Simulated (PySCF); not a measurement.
Input for PySCF: D3(BJ) and D4 dispersion corrections on CH7ClSi (a complex).

```python
from pyscf import gto
from pyscf.dispersion import dftd3, dftd4

mol = gto.M(
    atom='''
    C     0.19900332    0.13941699    0.07197742
    H     0.34348482    0.56293121   -0.92090744
    H     0.34083633    0.91552429    0.82239711
    H    -0.81051269   -0.26232780    0.14999723
    H     0.92211117   -0.65928477    0.23290106
    Si   -0.19513428   -0.87457000    3.71907716
    Cl    0.24633524    1.13151850    3.95243144
    H     0.93674642   -1.52792546    3.03540617
    H    -1.42602103   -0.99441191    2.91545576
    H    -0.39542730   -1.46048924    5.05901728
    ''',
    basis='def2-svp',
    charge=0, spin=0, verbose=0, max_memory=1800)
d3, d4 = {}, {}
for xc in ['hf', 'pbe', 'blyp', 'revpbe', 'tpss', 'r2scan', 'b3lyp', 'pbe0', 'bhlyp', 'camb3lyp', 'b2plyp']:
    d3[xc] = float(dftd3.DFTD3Dispersion(mol, xc=xc, version='d3bj', atm=False).get_dispersion()['energy'])
    print(f'D3(BJ) {xc:10s} {d3[xc]:14.8f} Eh')
for xc in ['hf', 'pbe', 'blyp', 'revpbe', 'tpss', 'r2scan', 'b3lyp', 'pbe0', 'bhlyp', 'camb3lyp', 'b2plyp']:
    d4[xc] = float(dftd4.DFTD4Dispersion(mol, xc={'camb3lyp': 'cam-b3lyp'}.get(xc, xc), atm=True).get_dispersion()['energy'])
    print(f'D4     {xc:10s} {d4[xc]:14.8f} Eh')
```

Output:

```
D3(BJ) hf            -0.04492975 Eh
D3(BJ) pbe           -0.00597374 Eh
D3(BJ) blyp          -0.01260483 Eh
D3(BJ) revpbe        -0.01444165 Eh
D3(BJ) tpss          -0.00763400 Eh
D3(BJ) r2scan        -0.00182115 Eh
D3(BJ) b3lyp         -0.01037516 Eh
D3(BJ) pbe0          -0.00533015 Eh
D3(BJ) bhlyp         -0.00827900 Eh
D3(BJ) camb3lyp      -0.00502728 Eh
D3(BJ) b2plyp        -0.00498061 Eh
D4     hf            -0.01764998 Eh
D4     pbe           -0.00538587 Eh
D4     blyp          -0.01146466 Eh
D4     revpbe        -0.01561041 Eh
D4     tpss          -0.00723216 Eh
D4     r2scan        -0.00145187 Eh
D4     b3lyp         -0.00854883 Eh
D4     pbe0          -0.00464019 Eh
D4     bhlyp         -0.00659533 Eh
D4     camb3lyp      -0.00474616 Eh
D4     b2plyp        -0.00381172 Eh
```

The run finished.

Cost: very roughly 0.020 core-seconds.
